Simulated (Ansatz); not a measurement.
AlBH$_{8}$SSi$_{2}$ from Hartree–Fock to CCSD(T)

Cartesian coordinates in Å:
```
B 0.812 -0.719 1.362
Si 0.552 0.948 2.140
Al 0.120 0.222 -0.487
Si -1.481 -1.141 -1.736
S 1.125 1.803 -1.628
H 0.040 -1.616 1.530
H 1.704 -0.862 0.536
H 1.386 2.152 1.894
H -0.623 1.296 2.976
H -1.043 -2.565 -1.755
H -2.818 -1.093 -1.078
H -1.645 -0.686 -3.145
H 1.871 2.262 -0.609
```

The species carries charge 0 and has multiplicity 1. The bonds changed during the relaxation, so this is another structure than the one it started from. All single points use the PBE0-D4/def2-TZVP geometry. It is one conformer, not always the lowest. Frozen core, restricted reference, Ansatz 0.2.0. CBS rows extrapolate triple and quadruple zeta; past MP2 they add the triple-zeta difference.

```
     basis      HF (Eh)  MP2 corr.
  def2-SVP  -1246.24193   -0.49915
def2-TZVPP  -1246.69732   -0.62960
def2-QZVPP  -1246.73406   -0.67579
```

(1) Estimate the CCSD correlation energy and the (T) correction in each basis where they were run (hartree).

Answers

(1) 
```
     basis  CCSD corr.       (T)
  def2-SVP    -0.58049  -0.01982
def2-TZVPP    -0.70980  -0.03194
 CBS(def2)    -0.79020     as TZ
```
